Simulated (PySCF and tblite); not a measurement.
Results of a calculation; reference values are marked as such.
System: C₅H₁₃GeN, numbered as in [CH3:1][CH2:2][GeH2:3][C@@H:4]1[CH2:5][CH2:6][NH:7]1.

Motion: pyramidal inversion at N7. GFN2-xTB gives an electronic barrier of 6.5 kcal/mol and a reaction energy of 1.0 kcal/mol.

Spin–orbit effects of heavy atoms on shieldings are missing.

Question: What does PBE0/pcSseg-1 + D3(BJ), IEF-PCM benzene give on GFN2-xTB geometries?

Answer: A barrier of 5.7 kcal/mol, 0.8 below the tight-binding barrier (from unrounded values), a reaction energy of -0.1 kcal/mol and, with GFN2-xTB thermal terms, ΔG‡(298 K) = 4.6 kcal/mol and k = 2.5×10⁹ s⁻¹ (1 equivalent path).

Programs: tblite and PySCF.
